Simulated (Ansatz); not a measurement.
Compare A (`[SiH3]CO[SiH2]Cl`) with its isomer B (`C[SiH2]O[SiH2]Cl`).

Program: Ansatz. Geometries: PBE0-D4/def2-TZVP. ΔE: electronic, gas phase. CBS: MP2 limit from def2 TZ/QZ plus the TZ coupled-cluster correction, frozen cores. DFT in def2-TZVPP. B3LYP here is the variant with VWN-RPA as its local correlation; programs differ in this. One conformer a species, not always the lowest.

Which is lower in electronic energy at CCSD(T)/CBS, and by how much? (An estimate is asked.)

Computed: B, by 227.1 kJ/mol.

Give E(B) − E(A) in kJ/mol with ωB97M-V, PBE0-D4, CCSD/def2-TZVPP, PBE-D4, r2SCAN-D4, B3LYP-D4, HF/def2-TZVPP. (An estimate is asked.)

The calculation gave: ωB97M-V -222.9, PBE0-D4 -217.6, CCSD/def2-TZVPP -225.2, PBE-D4 -208.4, r2SCAN-D4 -225.0, B3LYP-D4 -220.4, HF/def2-TZVPP -232.1. None reverses the order clearly.

Largest T1 diagnostic: 0.011.

From PBE to PBE0 (25 % exact exchange), in def2-TZVPP and without D4, E(B) − E(A) moves by −9.2 kJ/mol.
